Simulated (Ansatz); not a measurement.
C2H8N2Si, SMILES `NC/N=C/[SiH3]` at its PBE0-D4/def2-TZVP geometry, where that method's forces vanish. The species carries charge 0 and has multiplicity 1.

```xyz
13

N    -0.7923    2.3528   -0.1036
C    -1.0692    1.0408    0.4432
N     0.1246    0.2388    0.3283
C     0.0421   -0.8952   -0.2253
Si    1.5677   -1.9874   -0.3770
H     0.0101    2.7495    0.3716
H    -1.5792    2.9710    0.0505
H    -1.9182    0.6007   -0.1026
H    -1.3256    1.0475    1.5158
H    -0.9244   -1.2511   -0.6272
H     1.7936   -2.3152   -1.8103
H     1.3271   -3.2649    0.3477
H     2.7437   -1.2874    0.1890
```

Q: What forces (eV/Å) does PBE-D4/def2-TZVPP give on these atoms in Ansatz? (Estimate.)

A: Ansatz gave: 
```
N1   0.060  0.022 -0.392
C2  -0.068 -0.009  0.051
N3   0.289  0.546  0.353
C4   0.095 -0.561 -0.245
Si5 -0.008 -0.006 -0.004
H6   0.270  0.157  0.167
H7  -0.260  0.223  0.053
H8  -0.221 -0.101 -0.118
H9  -0.064 -0.040  0.263
H10 -0.232 -0.115 -0.107
H11  0.028 -0.044 -0.152
H12 -0.019 -0.142  0.071
H13  0.130  0.072  0.060
```
